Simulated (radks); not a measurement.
Results of a calculation; reference values are marked as such.
All-electron atom: Rb3+ in [Ar] 3d9 4s2 4p4 5p1 (not the ground configuration).

Code: a radial shooting solver on a logarithmic mesh with Libxc functionals. Model: Dirac Kohn-Sham, PBE, spin-unpolarised, spherical densities, finite nucleus; open shells are shared between the two j in proportion to 2j + 1; Fermi nuclear charge, rms radius 4.2036 fm.

Energy parts (hartree):
total: -2973.90125
kinetic: 3059.03125
electron-nucleus: -7112.54278
Hartree: 1178.16441
exchange-correlation: -98.55412

Orbitals (lengths in bohr, moments of r in powers of bohr; <r^-3> diverges for s and p1/2):
orbital      occ.  eigenvalue (hartree)       <r^4>  <r^-3>  small-component weight
1s1/2           2             -554.6173  0.00001235       -                1.81e-02
2s1/2           2             -76.16282    0.002395       -                3.61e-03
2p1/2           2             -69.30102    0.001630       -                3.61e-03
2p3/2           4             -67.06739    0.001779    1566                3.51e-03
3s1/2           2             -13.12039      0.1349       -                9.16e-04
3p1/2           2             -10.66075      0.1472       -                8.66e-04
3p3/2           4             -10.31604      0.1588   244.2                8.41e-04
3d3/2         3.6              -6.02530      0.1974   33.25                7.31e-04
3d5/2         5.4              -5.96531      0.2024   32.06                7.24e-04
4s1/2           2              -2.71908       5.921       -                1.94e-04
4p1/2     1.33333              -2.06777       9.050       -                1.62e-04
4p3/2     2.66667              -2.02110       9.650   33.26                1.58e-04
4d3/2           0              -1.07860       32.54   2.887                9.57e-05
4d5/2           0              -1.07349       33.11   2.791                9.50e-05
5s1/2           0              -0.90335       158.0       -                4.98e-05
5p1/2    0.333333              -0.73155       259.2       -                4.08e-05
5p3/2    0.666667              -0.72226       271.0   6.657                4.01e-05

The highest occupied level is 5p3/2 at -19.654 eV. The configuration is held as typed, so some empty levels lie below it. The electron density at the nucleus is 5.499e+04 e/bohr^3. Summed over all electrons, <r^2> = 33.21 bohr^2, which gives a Langevin (diamagnetic) susceptibility term of -26.3 x 10^-6 cm^3/mol. The density falls to 0.001 e/bohr^3 at r = 4.38 bohr.
